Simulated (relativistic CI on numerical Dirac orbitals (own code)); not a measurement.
# Spin-allowed bands of a d3 ion in an octahedral site, by hand

Problem. Take Δ = 12900 cm⁻¹ and B = 600 cm⁻¹ for a d3 ion in an octahedral site. Calculate the three spin-allowed bands.

Working.
1. The terms of highest spin are 4F (energy 0) and 4P (15B = 9000 cm⁻¹). Here the F term splits into A2 at −1.2Δ = -15480, T2 at −0.2Δ = -2580 and T1 at +0.6Δ = 7740 cm⁻¹.
2. The two T1 states mix through the element 0.4Δ: H = [[7740, 5160], [5160, 9000]], with roots ½(H₁₁ + H₂₂) ∓ ½√[(H₂₂ − H₁₁)² + 4H₁₂²] = ½(16740) ∓ ½(10397) = 3172 and 13568 cm⁻¹.
3. The ground term is 4A2 at -15480 cm⁻¹.
4. Bands: 4T2 12900 cm⁻¹ (775 nm), 4T1(F) 18652 cm⁻¹ (536 nm), 4T1(P) 29048 cm⁻¹ (344 nm).

Check. Exact diagonalisation of the whole d3 shell with these parameters gives 4T2 12900, 4T1 18652, 4T1 29048 cm⁻¹. The match is exact, since without spin-orbit coupling no other term has this spin. The ratio of the second band to the first, 1.446, depends on Δ/B = 21.5 alone, which is how a Tanabe-Sugano diagram is read.
